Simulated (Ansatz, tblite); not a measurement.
Removing and adding an electron: the cluster GeBr₂ (the lowest singlet isomer of a short search). The state is a singlet with charge 0. Geometry: r2SCAN-D4/def2-TZVP. Ansatz, gas phase; energy differences of separate SCF runs; the oxidised species was run as a doublet alone; the reduced species was run as a doublet alone.

Cartesian coordinates in Å:
```
Ge -0.167 0.977 0.025
Br 1.859 -0.180 -0.202
Br -1.692 -0.797 0.177
```

The xTB rows come from tblite. The structure comes from a short search, and lower isomers may exist.

| level | −HOMO (eV) | vertical IE (eV) | −LUMO (eV) | vertical EA (eV) | HOMO–LUMO gap (eV) | IE − EA (eV) | remarks |
| --- | --- | --- | --- | --- | --- | --- | --- |
| GFN1-xTB | 9.80 | 13.63 | 7.54 | – | 2.26 | – | – |
| GFN2-xTB | 11.64 | 14.99 | 8.29 | 4.85 | 3.35 | 10.13 | – |
| PBE-D4/def2-TZVP | 6.74 | 9.61 | 3.90 | – | 2.83 | – | – |
| PBE-D4/def2-TZVPD | 6.78 | – | 3.94 | 1.33 | 2.84 | – | HOMO above zero (-1 doublet) |
| r2SCAN-D4/def2-TZVP | 7.03 | 9.77 | 3.91 | – | 3.12 | – | – |
| r2SCAN-D4/def2-TZVPD | 7.05 | – | 3.93 | 1.51 | 3.12 | – | HOMO above zero (-1 doublet) |
| PBE0-D4/def2-TZVP | 7.80 | 9.81 | 3.22 | – | 4.57 | – | – |
| PBE0-D4/def2-TZVPD | 7.82 | – | 3.25 | 1.49 | 4.57 | – | HOMO above zero (-1 doublet) |

Relaxing the oxidised species (r2SCAN-D4/def2-TZVP) changes its energy by -0.20 eV at PBE-D4/def2-TZVP, so the adiabatic ionisation energy to this nearest minimum is 9.41 eV. At PBE0-D4/def2-TZVP it is 9.50 eV.     A HOMO above zero means that the electron is unbound at that level or that self-interaction error raises the level; the energy of removing that electron tells which. Raw xTB energy differences between charge states are shifted by several eV; the methods need an empirical correction for them.
